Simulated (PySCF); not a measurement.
**Radial density of Sn²⁺ (tin, charge +2)**

UHF, [Kr] 4d10 5s2, closed-shell 1S. All numbers are calculated (PySCF 2.14, scalar relativity by spin-free X2C-1e, in x2c-SVPall (6s5p3d, 36 functions)).

```csv
r (bohr),4πr²ρ (e/bohr)
0.0229,64.11
0.0385,55.13
0.0648,71.57
0.109,77.44
0.183,57.06
0.308,63.30
0.519,21.31
0.873,22.52
1.47,6.790
2.47,1.314
4.15,0.08337
6.98,0.0001837
```

Densities and radii are taken from the X2C orbitals without a picture-change correction, which distorts them close to the nucleus.
